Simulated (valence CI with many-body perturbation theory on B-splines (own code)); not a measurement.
## From CI to CI+MBPT in Nb III

Computed by configuration interaction combined with many-body perturbation theory (CI+MBPT): three valence electrons over a frozen Dirac-Fock core [Kr], a basis of 9 s, 9 p, 10 d, 8 f, 5 g, 3 h, 1 i functions for each j, with the one-electron correlation potential Σ1, the two-electron term Σ2, the three-electron term Σ3, Breit, model QED; selected CI, second order for the rest, scaled by the run's own slope (own B-spline code, finite nucleus).

Against 24 measured levels this calculation errs by 556 cm⁻¹ on average and by 1107 at most. These come from a selection out of Shadmi, J. Res. Natl. Bur. Stand. 70A, 435 (1966). Levels without a partner in it may be off by more, other configurations by 1,000 to 8,000 cm⁻¹.

Each rung adds one term. CI alone is the Dirac-Coulomb CI over the frozen core; QED comes last and gives the full result, which names the levels. Energies are above 4d3 4F_3/2 on the same rung, in eV. A blank means that the level has no clear partner on that rung.

Names give the largest LS component (configuration and term), which can be under half, so a name can repeat, a term be missing and a line seem to break the LS rules; names also repeat where a configuration has a term twice. Letters in brackets count levels of one name in rising energy.

```
         Level  CI alone    + Σ1    + Σ2    + Σ3  + Breit    Full
    4d3 4F_5/2    0.0523  0.0624  0.0665  0.0666   0.0633  0.0635
    4d3 4F_7/2    0.1205  0.1428  0.1520  0.1521   0.1447  0.1452
    4d3 4F_9/2    0.2005  0.2360  0.2512  0.2512   0.2393  0.2401
    4d3 4P_3/2             1.071   1.126   1.135    1.135   1.135
    4d3 4P_1/2             1.096   1.136   1.142    1.140   1.141
    4d3 2G_7/2     1.109   1.177   1.184   1.170    1.165   1.165
    4d3 2G_9/2     1.175   1.251   1.253   1.241    1.233   1.234
    4d3 4P_5/2     1.196   1.249   1.262   1.262    1.254   1.254
    4d3 2P_1/2             1.250   1.364   1.404    1.398   1.399
    4d3 2P_3/2             1.306   1.411   1.431    1.426   1.427
    4d3 2H_9/2     1.609   1.694   1.611   1.609    1.600   1.601
   4d3 2H_11/2     1.656   1.744   1.653   1.652    1.642   1.643
4d3 2D_3/2 [a]     1.396   1.515   1.696   1.694    1.683   1.685
4d3 2D_5/2 [a]     1.438   1.556   1.728   1.710    1.701   1.703
    4d3 2F_7/2     2.290   2.482   2.536   2.553    2.547   2.549
    4d3 2F_5/2     2.251   2.469   2.546   2.564    2.559   2.561
 4d2 5s 4F_3/2     2.071   2.584   3.141   3.162    3.175   3.185
 4d2 5s 4F_5/2     2.118   2.652   3.208   3.228    3.239   3.249
 4d2 5s 4F_7/2     2.191   2.740   3.302   3.322    3.328   3.339
```

(1) How does the ionisation energy move along the ladder, and which term matters most?

## Answers

(1) CI alone 23.410, + Σ1 24.565, + Σ2 25.086, + Σ3 25.082, + Breit 25.091, + QED 25.093 eV. The largest step is Σ1, 1.155 eV. NIST lists 25.04 eV (semi-empirical).
